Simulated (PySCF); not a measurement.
System: Cl3 (anion, charge -1), singlet: symmetric bend, bond length relaxed. Scanned: Cl-Cl-Cl angle. Other coordinates (Cl-Cl bond length) were minimised at PBE0/def2-TZVP.

- RKS-BP86/6-31G* = PySCF with restricted BP86/6-31G*, spherical d
- RKS-B3LYP/6-311+G** = restricted B3LYP/6-311+G**, spherical d (PySCF)
- CCSD(T) on RHF/aug-cc-pVDZ, 15 core orbitals frozen (PySCF)

Energies relative to the lowest point of each profile, in mEh:

```csv
a / °,RKS-BP86/6-31G*,RKS-B3LYP/6-311+G**
180,0.0,0.0
170,1.4,1.4
160,5.4,5.4
150,11.9,11.8
140,20.1,19.9
130,29.7,29.4
120,40.0,39.7
110,50.3,50.2
100,60.2,60.3
90,69.5,69.9
80,83.0,83.1
```

Task: Predict the corresponding CCSD(T) column.

Result: 180: 0.0; 170: 1.4; 160: 5.7; 150: 12.3; 140: 20.7; 130: 30.2; 120: 39.8; 110: 48.9; 100: 56.4; 90: 62.0; 80: 70.4 (mEh).
